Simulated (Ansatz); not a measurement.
Ansatz results at the PBE0-D4/def2-TZVP geometry: HOMO–LUMO gap (PBE/def2-TZVPP) 3.07 eV; size of the dipole moment (PBE/def2-TZVPP) 0.70 D; HOMO–LUMO gap (PBE0/def2-TZVPP) 5.39 eV.

Each molecule was computed in one conformer, which needn't be the lowest.

**Question.** Which molecule gave them?
A. `C[N](C)[Ti]([F])([N](C)C)[N](C)C`
B. `[SH][Ti]([SH])([Cl])[Cl]`
C. `CC(C)[NH][Ti]([OH])([OH])[NH]C(C)C`
D. `[CH3][Ti]([OH])([Cl])[Cl]`

**Answer.** C. The others give `[SH][Ti]([SH])([Cl])[Cl]`: 2.67, 0.83, 4.76; `[CH3][Ti]([OH])([Cl])[Cl]`: 3.46, 2.33, 6.00; `C[N](C)[Ti]([F])([N](C)C)[N](C)C`: 3.42, 2.25, 5.60.
